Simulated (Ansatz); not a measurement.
`B[SiH2]C(O)F` and `CBC(O)F` differ in one atom or group.

Ansatz, PBE0-D4/def2-TZVP geometries, multiplicity 1. Each molecule was computed in one conformer, which needn't be the lowest.

```tsv
property	`B[SiH2]C(O)F`
LUMO energy (B3LYP/def2-TZVPP) / eV	-2.63
size of the dipole moment (PBE/def2-TZVPP) / D	1.41
size of the dipole moment (ωB97M-V/def2-TZVPP) / D	1.40
HOMO–LUMO gap (B3LYP/def2-TZVPP) / eV	5.36
LUMO energy (PBE0/def2-TZVPP) / eV	-2.42
HOMO energy (ωB97M-V/def2-TZVPP) / eV	-10.42
```

(1) What does the change do to each property? (Estimate.)

## Answers

(1) The calculation gave: 
| property | `CBC(O)F` | shift |
| --- | --- | --- |
| LUMO energy (B3LYP/def2-TZVPP) / eV | -1.54 | 1.09 |
| size of the dipole moment (PBE/def2-TZVPP) / D | 2.05 | 0.64 |
| size of the dipole moment (ωB97M-V/def2-TZVPP) / D | 2.16 | 0.76 |
| HOMO–LUMO gap (B3LYP/def2-TZVPP) / eV | 6.77 | 1.41 |
| LUMO energy (PBE0/def2-TZVPP) / eV | -1.30 | 1.12 |
| HOMO energy (ωB97M-V/def2-TZVPP) / eV | -10.87 | -0.45 |

With PBE0 the HOMO falls by 0.32 eV and the LUMO rises by 1.12 eV, so the gap widens by about 1.44 eV. PBE moves the HOMO by -0.16 eV and ωB97M-V by -0.45 eV. Dipoles are sizes alone; their direction can turn.

B3LYP here is the variant with VWN-RPA as its local correlation; programs differ in this.
